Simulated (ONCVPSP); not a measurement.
What one change does to a pseudopotential (N, ONCV)

| Property | Result |
| --- | --- |
| Element | N |
| Generator | ONCVPSP 4.0.1 |
| Type | optimised norm-conserving Vanderbilt (ONCV) |
| Functional | LDA (Perdew-Zunger) |
| Relativity | scalar-relativistic |
| Frozen core | [He] |
| Valence charge | 5 |
| Reference configuration | 2s1.5 2p3.5 |
| Partial waves | 2s: rc 0.75 bohr, ncon 4, nbas 7, qcut 8.9 1/bohr, local; 2p: rc 1.25 bohr, ncon 4, nbas 8, qcut 7.2 1/bohr, 2 projectors, debl 2.2 Ha; d scattering state at 0.06 Ha: rc 1.05 bohr, ncon 3, nbas 7, qcut 8.3 1/bohr, 2 projectors, debl 2.3 Ha |
| Local potential | the s channel |
| Core correction | none |

Change: s: rc 0.72.

Cutoffs: the cutoffs (Ha) at which the residual kinetic energy of the hardest occupied pseudo-wave falls to 1 and 0.1 mHa per electron; they do not see the model core or the augmentation charge, which bear on the density cutoff. Errors are all-electron minus pseudo energies relative to the spin-unpolarised reference configuration.

Q: What does the change do?

A: The potential gets harder (30 Ha and 187 Ha → 88 Ha and 224 Ha); the errors of the 4 common tests hardly move; neither file shows a bound ghost. A smaller radius makes the pseudo-wave follow the all-electron one further in, where it bends more sharply, so more plane waves are needed.

```csv
quantity,base,changed
"cutoff, loose",30 Ha,88 Ha
"cutoff, tight",187 Ha,224 Ha
loose cutoff by channel,"s 30 Ha, p 28 Ha","s 88 Ha, p 28 Ha"
bound ghosts,none,none
GHOST(+) flags under 300 eV,none,none
"error for 2s2 2p3, meV [ΔE -5.60 eV]",+3.0,+3.1
"error for 2s2 2p2, meV [ΔE 8.14 eV]",+30,+30
"error for 2s2 2p1, meV [ΔE 37.11 eV]",+172,+174
"error for 2s1 2p4, meV [ΔE 5.61 eV]",+3.1,+3.2
p: phases at 1.27 bohr within 0.05 rad from the reference energy up to (Ha; the scan ends near 5),to the end of the scan,to the end of the scan
d: phases at 1.06 bohr within 0.05 rad from the reference energy up to (Ha; the scan ends near 5),to the end of the scan,to the end of the scan
```
